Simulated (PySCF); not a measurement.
## Electron correlation in Bi⁻ (bismuth, charge -1)

[Xe] 4f14 5d10 6s2 6p4, high-spin 3P determinant. Computed with PySCF 2.14 in x2c-TZVPPall with one added diffuse shell each of s, p, d, f type (12s8p7d4f, 99 functions), with scalar relativity by spin-free X2C-1e. Frozen: [Kr] 4d10 4f14; 24 electrons correlated.

| level | correlation energy (mhartree) |
| --- | --- |
| CCSD | -494.66 |
| (T) | -12.59 |
| CCSD(T) | -507.25 |

Diagnostics: T1 = 0.0090, D1 = 0.0350, largest double amplitude 0.044.

Spin-orbit coupling is strong in this species (close to jj coupling), so the high-spin LS determinant is a model state, not a physical level.

Cost of the coupled-cluster step: of the order of 120 core-seconds, for 24 correlated electrons.

Iterations:

```
CC2 = 0
CCSD nocc = (np.int64(13), np.int64(11)), nmo = (69, 69)
frozen orbitals [[0, 1, 2, 3, 4, 5, 6, 7, 8, 9, 10, 11, 12, 13, 14, 15, 16, 17, 18, 19, 20, 21, 22, 24, 25, 26, 27, 28, 29, 30], [0, 1, 2, 3, 4, 5, 6, 7, 8, 9, 10, 11, 12, 13, 14, 15, 16, 17, 18, 19, 20, 21, 22, 24, 25, 26, 27, 28, 29, 30]]
max_cycle = 100
direct = 0
conv_tol = 1e-08
conv_tol_normt = 1e-06
diis_space = 8
diis_start_cycle = 0
Init t2, MP2 energy = -0.527989489073152
Init E_corr(UCCSD) = -0.527989489105654
cycle = 1  E_corr(UCCSD) = -0.480121496127747  dE = 0.047867993  norm(t1,t2) = 0.0754425
cycle = 2  E_corr(UCCSD) = -0.49526665285403  dE = -0.0151451567  norm(t1,t2) = 0.0200604
cycle = 3  E_corr(UCCSD) = -0.49376601933367  dE = 0.00150063352  norm(t1,t2) = 0.00885001
cycle = 4  E_corr(UCCSD) = -0.494701057267488  dE = -0.000935037934  norm(t1,t2) = 0.0045142
cycle = 5  E_corr(UCCSD) = -0.494749061574297  dE = -4.80043068e-05  norm(t1,t2) = 0.00176709
cycle = 6  E_corr(UCCSD) = -0.494638370884174  dE = 0.00011069069  norm(t1,t2) = 0.000784113
cycle = 7  E_corr(UCCSD) = -0.494655345372956  dE = -1.69744888e-05  norm(t1,t2) = 0.000270746
cycle = 8  E_corr(UCCSD) = -0.494664237427103  dE = -8.89205415e-06  norm(t1,t2) = 8.76376e-05
cycle = 9  E_corr(UCCSD) = -0.494659423101812  dE = 4.81432529e-06  norm(t1,t2) = 3.64579e-05
cycle = 10  E_corr(UCCSD) = -0.494659819872848  dE = -3.96771036e-07  norm(t1,t2) = 1.0656e-05
cycle = 11  E_corr(UCCSD) = -0.494660027408794  dE = -2.07535945e-07  norm(t1,t2) = 4.92862e-06
cycle = 12  E_corr(UCCSD) = -0.494660020111947  dE = 7.29684696e-09  norm(t1,t2) = 1.42319e-06
cycle = 13  E_corr(UCCSD) = -0.494660028031784  dE = -7.9198369e-09  norm(t1,t2) = 5.859e-07
UCCSD converged
E(UCCSD) = -21529.67238517196  E_corr = -0.4946600280317835
UCCSD(T) correction = -0.0125884013883726
```

This basis was not built for core-valence correlation, so the inner-shell part is incomplete.

Spin-orbit coupling is strong in this species, so the high-spin LS determinant is a model state.
